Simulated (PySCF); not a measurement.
Start geometry of `FCc1cn([SiH3])cc1C(F)(F)F` from GFN2-xTB (Å):
```
atom  x, y, z in Å
F1    -1.5893   -2.6903   -1.0150
C2    -1.9240   -1.4333   -0.5784
C3    -0.7001   -0.6457   -0.2543
C4     0.6036   -1.0358   -0.3416
N5     1.4241   -0.0183    0.0602
Si6    3.1863   -0.0836    0.0610
C7     0.6406    1.0350    0.4045
C8    -0.6745    0.6950    0.2280
C9    -1.8634    1.5377    0.4869
F10   -1.5473    2.7718    0.9052
F11   -2.6405    1.6951   -0.6062
F12   -2.6783    1.0151    1.4286
H13   -2.5606   -1.5610    0.3058
H14   -2.5042   -0.9595   -1.3796
H15    1.0035   -1.9752   -0.6630
H16    3.6270    0.0024   -1.3305
H17    3.5293   -1.3642    0.6723
H18    3.5988    1.0667    0.8565
H19    1.0592    1.9574    0.7524
```

What comes out of this run: PBE0-D3(BJ)/def2-SVP geometry optimisation, gas phase (PySCF 2.14.0)?

```
atom  x, y, z in Å
F1    -1.6242   -2.6634   -1.0421
C2    -1.9692   -1.4070   -0.6168
C3    -0.7486   -0.6307   -0.2580
C4     0.5450   -1.0846   -0.3182
N5     1.3999   -0.0835    0.1032
Si6    3.1771   -0.1671    0.1036
C7     0.6456    1.0147    0.4297
C8    -0.6806    0.7137    0.2213
C9    -1.8308    1.6211    0.4545
F10   -1.4373    2.8213    0.8871
F11   -2.5487    1.8124   -0.6642
F12   -2.6859    1.1257    1.3631
H13   -2.6433   -1.4972    0.2529
H14   -2.5299   -0.8990   -1.4208
H15    0.9117   -2.0602   -0.6296
H16    3.7016   -0.0586   -1.2865
H17    3.5755   -1.4742    0.6925
H18    3.6395    0.9782    0.9316
H19    1.0960    1.9363    0.7921
```

The energy falls by 9.9 kJ/mol over 11 energy and gradient evaluations, the largest force component goes from 0.0126 to 3.0e-04 Eh/bohr, and the atoms move by 0.047 Å rms after alignment. Among the bonds, Si6–H16, Si6–H17 and Si6–H18 change most and about equally (+0.028 to +0.029 Å). Bonds longer at the end by more than 0.005 Å: 12 of 19; shorter: 3. Among the angles that change most is N5–Si6–H16, from 107.4° to 110.4°. Rotational constants go from 999.5, 572.4, 391.2 to 984.6, 574.2, 389.7 MHz. The orientation of the end geometry is arbitrary; only internal coordinates are fixed.

The run used 207 basis functions and 73 SCF cycles in all. Cost: about 10 min of CPU time on one thread; the machine was shared, so the figure is rough.

Not checked by PBE0-D3(BJ)/def2-SVP frequencies. The numbers are those of one conformer.
